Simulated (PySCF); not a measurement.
# Exercise with solution: entropy of an ideal gas

Sn(Br)(NH2) (BrH2NSn), SMILES [NH2][Sn][Br] (connectivity only; charge and spin as stated), neutral, multiplicity 1.

Geometry: B3LYP-D3(BJ)/def2-SVP. The def2 effective core potentials stand for the cores of Sn; spin–orbit coupling is left out. One conformer was computed; it need not be the lowest.

B3LYP-D3(BJ)/def2-SVP in PySCF gives the harmonic wavenumbers 141, 227, 370, 456, 595, 630, 1490, 3526, 3643 cm⁻¹ and the rotational temperatures 0.3940, 0.0701, 0.0595 K. The molar mass is 214.64 g/mol, the symmetry number 1, the spin multiplicity 1.

Task: Work out the entropy at 298.15 K and 1 atm in the rigid-rotor, harmonic-oscillator model.

Result: 
Translation (Sackur–Tetrode at 1 atm): S = R[1.5 ln M + 2.5 ln T − 1.16487] = 175.7 J/(mol K).
Rotation: q = (√π/σ) T^1.5/√(θA θB θC) = 225000, S = R[ln q + 3/2] = 114.9 J/(mol K).
Vibration: with u = 1.4388 ν/T, each mode gives R[u/(e^u − 1) − ln(1 − e^−u)]:
```csv
ν (cm⁻¹),modes,u,S (J/(mol K))
141,1,0.68,11.67
227,1,1.10,7.96
370,1,1.79,4.52
456,1,2.20,3.25
595,1,2.87,1.92
630,1,3.04,1.68
1490,1,7.19,0.05
```
The stiffer modes add less than 0.005 each. Sum 31.1 J/(mol K).
Spin: R ln 1 = 0.0 J/(mol K).
Total 321.7 J/(mol K); the program's own thermochemistry gives 321.7. Translation makes up 55 % and vibration 10 %. Anharmonicity, hindered rotation and orbital degeneracy are left out.
